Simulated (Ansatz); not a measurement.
CH6BFSSi, SMILES `BCS[SiH2]F`, relaxed with RKS PBE-D4/def2-SVP in Ansatz from a rough embedded geometry. The force threshold is 0.03 eV/Å; the program also tests the step.

Total charge 0; spin multiplicity 1.

Start:

```xyz
11

B     2.103    0.815    0.325
C     0.650    0.478   -0.133
S     0.011   -0.799    0.950
Si   -1.896   -1.006    0.015
F    -1.726   -1.446   -1.602
H     2.685    0.321    1.184
H     2.722    1.663   -0.312
H     0.675    0.072   -1.187
H     0.052    1.385   -0.026
H    -2.529    0.396    0.047
H    -2.748   -1.878    0.739
```

Problem. By how much does the energy fall, and how many steps does the optimiser take? (Estimate.)

Solution. The calculation gave: 33.66 kJ/mol, in 6 steps.

Problem. Which bonds change most? (Estimate.)

Solution. Computed: Si4–H11 from 1.419 to 1.498 Å; B1–H6 from 1.150 to 1.216 Å; C2–S3 from 1.792 to 1.846 Å; Si4–F5 from 1.683 to 1.643 Å.

Problem. Give the relaxed structure. (An estimate is asked.)

Solution. Computed: 
```xyz
11

B     2.177    0.845    0.312
C     0.716    0.465   -0.078
S    -0.046   -0.883    0.927
Si   -1.960   -0.977   -0.003
F    -1.854   -1.504   -1.556
H     2.786    0.307    1.217
H     2.720    1.723   -0.334
H     0.719    0.189   -1.159
H     0.099    1.394   -0.033
H    -2.581    0.388   -0.083
H    -2.778   -1.947    0.792
```
